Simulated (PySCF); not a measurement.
## Calculated properties of `[CH2]C[C@H](C)/C=C/F` [radical]

Species: C6H10F (doublet state).
Cartesian coordinates in Å at the GFN2-xTB level; atoms count from 1:
```
atom  x, y, z in Å
C1     1.9497    0.9881    0.1615
C2     1.3321   -0.2767   -0.2656
C3    -0.1140   -0.4387    0.2441
C4    -0.6677   -1.8090   -0.1493
C5    -0.9722    0.6433   -0.3315
C6    -1.6153    1.5326    0.3971
F7    -2.3759    2.4939   -0.1607
H8     1.7166    1.4062    1.1207
H9     2.6722    1.4854   -0.4535
H10    1.3530   -0.3590   -1.3561
H11    1.9098   -1.1325    0.1212
H12   -0.1118   -0.3519    1.3353
H13   -0.0603   -2.6011    0.2821
H14   -0.6676   -1.9239   -1.2311
H15   -1.6880   -1.9230    0.2087
H16   -1.0509    0.6815   -1.4087
H17   -1.6166    1.5969    1.4756
```

From GFN2-xTB geometry:

* Point group of the GFN2-xTB geometry: C1
* Rotational constants A, B, C of the GFN2-xTB geometry: 3.568, 1.581, 1.180 GHz

**UKS B3LYP, pcH-1 on C F H, non-relativistic, mean-field spin-orbit, GIAO (PySCF)**

* Isotropic g value: 2.00260
* Principal g values: 2.00218, 2.00275, 2.00288
* Spin squared ⟨S²⟩: 0.754
* Largest Mulliken spin population: 1.09 on C1
* Largest isotropic hyperfine couplings (means over sets of like nuclei): 1H +152.6 (H11), 13C +89.8 (C1), 1H -64.2 (H8/H9), 13C -34.0 (C2), 1H +32.5 (H10) MHz

Monoisotopic mass from the formula: 101.0767 u.

g_iso is shifted by about +280 ppm from the free-electron value 2.002319; the principal values span 0.0007. ⟨S²⟩ is 0.004 above the pure-spin value S(S + 1) = 0.75. With B = h/(8π²I), that is 505.379 GHz u Å² over I, the principal moments of inertia are 141.6, 319.7 and 428.5 u Å² (most abundant isotopes); the inertial defect Ic − Ia − Ib is -32.8 u Å² (zero for a rigid planar frame, negative otherwise). The rotational constants make it an asymmetric top with κ = (2B − A − C)/(A − C) = -0.66, nearer the prolate limit (−1).

One conformer (not necessarily the lowest) at the GFN2-xTB geometry, without solvent or vibrations. GFN2-xTB frequencies show an imaginary mode (72i cm⁻¹), so this geometry is no minimum at that level. Hyperfine couplings depend on the geometry, which wasn't re-optimised at a DFT level. Couplings of like nuclei are plain means over topologically equivalent atoms, as if these changed places fast (by rotation of a methyl-like group, say); in this geometry the members of some sets differ.

For the EPR job (B3LYP), on an Arm Neoverse V1 with one thread, shared host with 32 logical CPUs at a one-minute load of 61, this took 71 s (grids of density and orbitals included) and 1.0 GiB of memory at its peak.
